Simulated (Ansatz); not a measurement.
Molecular dynamics of FH$_{5}$N$_{2}$OZr

The input (input.yaml):

```yaml
crystal:
  periodic: [false, false, false]
  atoms:
    - { symbol: Zr, position_ang: [0.04689, -0.152872, 0.480933] }
    - { symbol: F, position_ang: [1.081186, -0.049576, 2.112602] }
    - { symbol: O, position_ang: [-1.514105, -1.280407, 0.534053] }
    - { symbol: H, position_ang: [-2.241139, -1.854243, 0.692528] }
    - { symbol: "N", position_ang: [-0.5626, 1.765607, 0.069221] }
    - { symbol: "N", position_ang: [1.318604, -0.887573, -0.955975] }
    - { symbol: H, position_ang: [0.018042, 2.586796, 0.050584] }
    - { symbol: H, position_ang: [-1.490845, 2.039012, -0.204831] }
    - { symbol: H, position_ang: [1.101168, -1.6165, -1.613902] }
    - { symbol: H, position_ang: [2.242797, -0.550144, -1.16531] }
basis:
  gaussian: { orbitals: def2-SVP }
hamiltonian:
  xc: hf
md:
  timestep: 0.5
  n_steps: 200
  ensemble: nve
  temperature: 100.0
  initial_velocities: maxwell_boltzmann
  seed: 4245
```

Run as:

```bash
$ ansatz run input.yaml --threads 2 --pin off --max-ram 3072MiB --backend cpu --events-out ev --progress --plain --runs-dir out
```

It starts at the highest image of a converged band. Of that band: Beside the main top the profile has a ripple of under 15 meV (maxima at images 2, 5), which may be a very shallow well or noise. A vibrational analysis at the climbing image gives one clearly imaginary mode, 151i cm⁻¹: a first-order saddle point.

Output, in part (one step line in 7, the closing report, with atoms numbered from 0):

```
md step     0: t =     0.00 fs  T =   100.0 K  F+E_penalty+E_count = -9051.65764718 eV  E_kin = 0.103408 eV  conserved = -9051.55423918 eV  (38 SCF iters)
md step     7: t =     3.50 fs  T =    84.1 K  F+E_penalty+E_count = -9051.64105438 eV  E_kin = 0.086949 eV  conserved = -9051.55410570 eV  (40 SCF iters)
md step    14: t =     7.00 fs  T =    60.5 K  F+E_penalty+E_count = -9051.61640495 eV  E_kin = 0.062512 eV  conserved = -9051.55389268 eV  (40 SCF iters)
md step    21: t =    10.50 fs  T =    48.0 K  F+E_penalty+E_count = -9051.60355032 eV  E_kin = 0.049642 eV  conserved = -9051.55390871 eV  (39 SCF iters)
md step    28: t =    14.00 fs  T =    38.5 K  F+E_penalty+E_count = -9051.59383876 eV  E_kin = 0.039793 eV  conserved = -9051.55404528 eV  (40 SCF iters)
md step    35: t =    17.50 fs  T =    44.8 K  F+E_penalty+E_count = -9051.60051519 eV  E_kin = 0.046341 eV  conserved = -9051.55417409 eV  (40 SCF iters)
md step    42: t =    21.00 fs  T =    49.3 K  F+E_penalty+E_count = -9051.60508254 eV  E_kin = 0.050997 eV  conserved = -9051.55408599 eV  (40 SCF iters)
md step    49: t =    24.50 fs  T =    39.5 K  F+E_penalty+E_count = -9051.59476631 eV  E_kin = 0.040894 eV  conserved = -9051.55387212 eV  (41 SCF iters)
md step    56: t =    28.00 fs  T =    41.3 K  F+E_penalty+E_count = -9051.59665932 eV  E_kin = 0.042724 eV  conserved = -9051.55393515 eV  (40 SCF iters)
md step    63: t =    31.50 fs  T =    42.8 K  F+E_penalty+E_count = -9051.59834189 eV  E_kin = 0.044226 eV  conserved = -9051.55411589 eV  (40 SCF iters)
md step    70: t =    35.00 fs  T =    37.1 K  F+E_penalty+E_count = -9051.59254194 eV  E_kin = 0.038400 eV  conserved = -9051.55414178 eV  (40 SCF iters)
md step    77: t =    38.50 fs  T =    40.7 K  F+E_penalty+E_count = -9051.59611390 eV  E_kin = 0.042090 eV  conserved = -9051.55402369 eV  (40 SCF iters)
md step    84: t =    42.00 fs  T =    43.6 K  F+E_penalty+E_count = -9051.59897170 eV  E_kin = 0.045080 eV  conserved = -9051.55389154 eV  (65 SCF iters)
md step    91: t =    45.50 fs  T =    47.8 K  F+E_penalty+E_count = -9051.60338766 eV  E_kin = 0.049418 eV  conserved = -9051.55396934 eV  (40 SCF iters)
md step    98: t =    49.00 fs  T =    58.5 K  F+E_penalty+E_count = -9051.61466858 eV  E_kin = 0.060499 eV  conserved = -9051.55416954 eV  (41 SCF iters)
md step   105: t =    52.50 fs  T =    52.2 K  F+E_penalty+E_count = -9051.60810071 eV  E_kin = 0.053954 eV  conserved = -9051.55414715 eV  (40 SCF iters)
md step   112: t =    56.00 fs  T =    36.3 K  F+E_penalty+E_count = -9051.59144470 eV  E_kin = 0.037499 eV  conserved = -9051.55394552 eV  (41 SCF iters)
md step   119: t =    59.50 fs  T =    34.1 K  F+E_penalty+E_count = -9051.58917597 eV  E_kin = 0.035287 eV  conserved = -9051.55388939 eV  (40 SCF iters)
md step   126: t =    63.00 fs  T =    37.6 K  F+E_penalty+E_count = -9051.59287217 eV  E_kin = 0.038847 eV  conserved = -9051.55402521 eV  (40 SCF iters)
md step   133: t =    66.50 fs  T =    43.4 K  F+E_penalty+E_count = -9051.59899475 eV  E_kin = 0.044852 eV  conserved = -9051.55414270 eV  (40 SCF iters)
md step   140: t =    70.00 fs  T =    52.8 K  F+E_penalty+E_count = -9051.60874860 eV  E_kin = 0.054635 eV  conserved = -9051.55411324 eV  (40 SCF iters)
md step   147: t =    73.50 fs  T =    49.0 K  F+E_penalty+E_count = -9051.60458247 eV  E_kin = 0.050650 eV  conserved = -9051.55393199 eV  (41 SCF iters)
md step   154: t =    77.00 fs  T =    48.6 K  F+E_penalty+E_count = -9051.60419366 eV  E_kin = 0.050299 eV  conserved = -9051.55389472 eV  (41 SCF iters)
md step   161: t =    80.50 fs  T =    62.7 K  F+E_penalty+E_count = -9051.61893907 eV  E_kin = 0.064842 eV  conserved = -9051.55409692 eV  (41 SCF iters)
md step   168: t =    84.00 fs  T =    66.3 K  F+E_penalty+E_count = -9051.62271733 eV  E_kin = 0.068562 eV  conserved = -9051.55415525 eV  (40 SCF iters)
md step   175: t =    87.50 fs  T =    69.7 K  F+E_penalty+E_count = -9051.62610930 eV  E_kin = 0.072076 eV  conserved = -9051.55403334 eV  (40 SCF iters)
md step   182: t =    91.00 fs  T =    78.7 K  F+E_penalty+E_count = -9051.63530792 eV  E_kin = 0.081385 eV  conserved = -9051.55392284 eV  (40 SCF iters)
md step   189: t =    94.50 fs  T =    80.1 K  F+E_penalty+E_count = -9051.63680085 eV  E_kin = 0.082875 eV  conserved = -9051.55392575 eV  (40 SCF iters)
md step   196: t =    98.00 fs  T =    89.3 K  F+E_penalty+E_count = -9051.64645464 eV  E_kin = 0.092338 eV  conserved = -9051.55411654 eV  (40 SCF iters)
md step   200: t =   100.00 fs  T =    86.1 K  F+E_penalty+E_count = -9051.64292732 eV  E_kin = 0.088984 eV  conserved = -9051.55394329 eV  (64 SCF iters)
Total energy: -9051.64292732 eV, -332.6417421552 hartree
Atom 0 at     0.052588    -0.150950     0.471983 Å, force    -0.472621    -0.282345     0.005345 eV/Å
Atom 1 at     1.050849    -0.089688     2.122316 Å, force     0.098469     0.011076     0.022405 eV/Å
Atom 2 at    -1.537187    -1.265147     0.612552 Å, force     0.416641     0.206264    -0.175555 eV/Å
Atom 3 at    -2.191254    -1.940686     0.625702 Å, force     0.010611     0.071212     0.054561 eV/Å
Atom 4 at    -0.568105     1.758806     0.038651 Å, force     0.016739    -0.191665     0.042766 eV/Å
Atom 5 at     1.349052    -0.854116    -0.965795 Å, force    -0.601627     0.270926     0.618199 eV/Å
Atom 6 at    -0.013334     2.542179    -0.246114 Å, force     0.163712     0.120638    -0.087679 eV/Å
Atom 7 at    -1.523072     2.063018     0.066424 Å, force    -0.184974     0.021307     0.037541 eV/Å
Atom 8 at     1.117526    -1.455496    -1.723028 Å, force    -0.105828    -0.326456    -0.464721 eV/Å
Atom 9 at     2.316056    -0.634647    -1.021728 Å, force     0.658876     0.099043    -0.052862 eV/Å
Dipole moment:    -0.255808    -0.092234    -0.506969 e Å
```

The run went to its last step. The conserved energy stayed within 0.04 meV per atom of its start (net change 0.03 meV per atom), so the integration is sound. A run of 0.1 ps of so small a system gives no equilibrium averages. The orbitals stay closed-shell, which can raise the energy where a bond breaks towards radicals; this wasn't checked here.

The same pairs are bonded in the first frame and the last. Pairs count as bonded within 1.25 times the sum of covalent radii (0.12 Å more for H–H).

Last frame:

```xyz
10
Properties=species:S:1:pos:R:3
Zr 0.053 -0.151 0.472
F 1.051 -0.090 2.122
O -1.537 -1.265 0.613
H -2.191 -1.941 0.626
N -0.568 1.759 0.039
N 1.349 -0.854 -0.966
H -0.013 2.542 -0.246
H -1.523 2.063 0.066
H 1.117 -1.456 -1.723
H 2.316 -0.635 -1.022
```

Run time: 4.4 min on 2 threads of Intel(R) Xeon(R) Platinum 8488C (Sapphire Rapids), on a shared host, peak memory 0.24 GiB.
